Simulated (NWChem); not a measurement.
## methylammonium (CH6N (+1)) in NWChem

```xyz
8

C      0.7888     0.0475     0.0000
N     -0.7003    -0.0422     0.0000
H      1.1101     0.5868     0.8989
H      1.1101     0.5868    -0.8989
H      1.2037    -0.9674     0.0000
H     -1.0563    -0.5417     0.8265
H     -1.0563    -0.5417    -0.8265
H     -1.1423     0.8873     0.0000
```
Charge +1, spin multiplicity 1.

All runs are NWChem calculations. The geometry was optimised at PBE0/def2-SVP, a minimum by its harmonic frequencies.

Symmetry labels belong to the abelian group Cs used in the runs, with the axes of the coordinates shown; states degenerate in a higher group split over its labels.

B3LYP has NWChem's definition, with VWN1-RPA local correlation.

### Question
List the lowest 3 singlet excitations that TD-B3LYP/aug-cc-pVDZ, VWN1-RPA local correlation gives, with oscillator strengths.

### Answer
```csv
state,symmetry,energy (eV),wavelength (nm),f
1,a",9.93,125,0.002
2,a',9.93,125,0.002
3,a",11.73,106,0.000
```
